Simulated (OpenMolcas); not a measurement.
**S4+: CASPT2 settings compared**

```yaml
Program: OpenMolcas
Basis: ANO-R1 [4s3p1d]
Scalar_Hamiltonian: X2C, finite nucleus
Active_space: 2 electrons in 4 orbitals (3s 3p)
State_averaging: 2S+1 = 3 even, 3 roots; 2S+1 = 1 even, 7 roots; 2S+1 = 3 odd, 3 roots; 2S+1 = 1 odd, 3 roots
Spin-orbit_coupling: RASSI with atomic mean-field integrals over the reference wave functions, term energies averaged over their components
```

Methods on the same reference wave functions:
A. CASSCF
B. SS-CASPT2, IPEA 0.2 Eh, sigma1 regulariser 0.1 Eh (closed shells correlated: 2s 2p)
C. SS-CASPT2, IPEA 0.3 Eh, no level shift (closed shells correlated: none)
D. SS-CASPT2, IPEA 0.35 Eh, imaginary shift 0.05 Eh (closed shells correlated: 2s 2p)
E. MS-CASPT2, IPEA 0.35 Eh, imaginary shift 0.05 Eh (closed shells correlated: 2s 2p)
F. MS-CASPT2, IPEA 0.2 Eh, sigma1 regulariser 0.1 Eh (closed shells correlated: 2s 2p)

Energies in cm-1 above 3s2 1S0, the measured ground level; measured values from NIST levels in Podobedova, Kelleher and Wiese, J. Phys. Chem. Ref. Data 38, 171 (2009); Martin, Zalubas and Musgrove, J. Phys. Chem. Ref. Data 19, 821 (1990).

```json
{"Level": "3s2 1S0", "A": "0.0", "B": "0.0", "C": "0.0", "D": "0.0", "E": "0.0", "F": "0.0", "Measured": "0.0"}
{"Level": "3s 3p 3P* 0", "A": "78124", "B": "77563", "C": "77424", "D": "77606", "E": "77625", "F": "77583", "Measured": "83024"}
{"Level": "3s 3p 3P* 1", "A": "78468", "B": "77906", "C": "77767", "D": "77949", "E": "77968", "F": "77926", "Measured": "83394"}
{"Level": "3s 3p 3P* 2", "A": "79168", "B": "78607", "C": "78468", "D": "78650", "E": "78669", "F": "78626", "Measured": "84155"}
{"Level": "3s 3p 1P* 1", "A": "134070", "B": "125991", "C": "126351", "D": "126311", "E": "126330", "F": "126011", "Measured": "127151"}
{"Level": "3p2 3P0", "A": "189887", "B": "189006", "C": "188945", "D": "189110", "E": "189128", "F": "189026", "Measured": "199967"}
{"Level": "3p2 3P1", "A": "190249", "B": "189371", "C": "189311", "D": "189475", "E": "189494", "F": "189391", "Measured": "200371"}
{"Level": "3p2 3P2", "A": "190920", "B": "189990", "C": "189941", "D": "190109", "E": "190128", "F": "190009", "Measured": "201146"}
{"Level": "3p2 1D2", "A": "205640", "B": "193437", "C": "194090", "D": "194517", "E": "194536", "F": "193457", "Measured": "193739"}
{"Level": "3p2 1S0", "A": "238124", "B": "229046", "C": "229318", "D": "229363", "E": "229400", "F": "229086", "Measured": "235350"}
```

Deviations, from unrounded energies. A percentage is the sum of absolute deviations over the sum of measured energies, with the sign that they share, or ± where signs differ.

| Against measurement | Levels | A | B | C | D | E | F |
| --- | --- | --- | --- | --- | --- | --- | --- |
| mean absolute deviation (cm-1) | 9 | 7400 | 6400 | 6400 | 6300 | 6300 | 6400 |
| other configurations (%) | 9 | ±4.7 | -4.1 | ±4.1 | ±4.0 | ±4.0 | -4.1 |

B, C, D, E, F lie about equally close to measurement and A furthest from it. The largest miss of E in the table is 3p2 3P2, by -11000 cm-1. The ranking rests on the paired levels alone, and a cruder setting can come out closer through cancelling errors.

Among B to F the level of the table that moves most is 3p2 1D2, by 1100 cm-1 (lowest in B, highest in E).

The lowest spin-free term lies below A's lowest term by 0.010 hartree in B, 0.002 hartree in C, 0.010 hartree in D, 0.010 hartree in E, 0.010 hartree in F.

Over all roots computed the reference weight is 0.92 to 1.00 in B, 0.93 to 1.00 in C, 0.94 to 1.00 in D, 0.94 to 1.00 in E, 0.92 to 1.00 in F; the roots of lowest weight are the least certain, and an intruder state may touch them. The ¹D term of p² mixes with s d, which this space lacks. The basis is small and was not contracted for so high a charge. Measured partners are found by configuration, term and J. A level has none where our copy of the source lacks it or the pairing is in doubt (some pairs that miss far off the trend of their configuration count as doubtful), and it then counts in no deviation. Levels of configurations outside the active space are missing.

* marks odd parity.
